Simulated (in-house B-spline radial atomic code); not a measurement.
Radial electron density of Cl³⁺, [Ne] 3s2 3p2. Method: non-relativistic Hartree-Fock, average of configuration, point nucleus. Calculated with a B-spline radial code for spherical atoms.

Columns: r (bohr), 4πr²n(r) (electrons per bohr), bar.

```
 0.00345   0.4291 #
 0.00412   0.5982 #
 0.00493   0.8333 ##
  0.0059    1.155 ###
 0.00706     1.59 ####
 0.00845    2.172 #####
  0.0101    2.935 #######
  0.0121    3.936 #########
  0.0145    5.211 ############
  0.0173    6.747 ###############
  0.0207    8.611 ###################
  0.0247    10.71 ########################
  0.0296    13.05 #############################
  0.0354    15.36 ##################################
  0.0424    17.45 #######################################
  0.0507    18.97 ###########################################
  0.0606    19.62 ############################################
  0.0725    19.23 ###########################################
  0.0867    17.85 ########################################
   0.104    15.85 ####################################
   0.124    14.03 ###############################
   0.148    13.12 #############################
   0.178    13.69 ###############################
   0.213    15.61 ###################################
   0.254     17.9 ########################################
   0.304    19.31 ###########################################
   0.364    18.61 ##########################################
   0.435    15.62 ###################################
   0.521    11.17 #########################
   0.623     6.94 ################
   0.745    4.199 #########
   0.891    3.239 #######
    1.07    3.328 #######
    1.28    3.398 ########
    1.53    2.886 ######
    1.82    1.956 ####
    2.18   0.9972 ##
    2.61   0.3752 #
    3.12   0.1009 
    3.74   0.0177 
    4.47 0.001997 
    5.35 0.000127
```

On this grid the curve has 3 maxima, near 0.0606, 0.304, 1.28 bohr.

The 3s radial function P(r) = rR(r), positive near the nucleus:

```csv
r (bohr),P
0.00118,0.01491
0.00168,0.02104
0.00241,0.02981
0.00345,0.04192
0.00493,0.05839
0.00706,0.08058
0.0101,0.1093
0.0145,0.145
0.0207,0.1849
0.0296,0.2232
0.0424,0.2468
0.0606,0.2328
0.0867,0.153
0.124,-0.0121
0.178,-0.2425
0.254,-0.4312
0.364,-0.4161
0.521,-0.07681
0.745,0.4819
1.07,0.9031
1.53,0.8513
2.18,0.4591
3.12,0.1252
4.47,0.01355
```
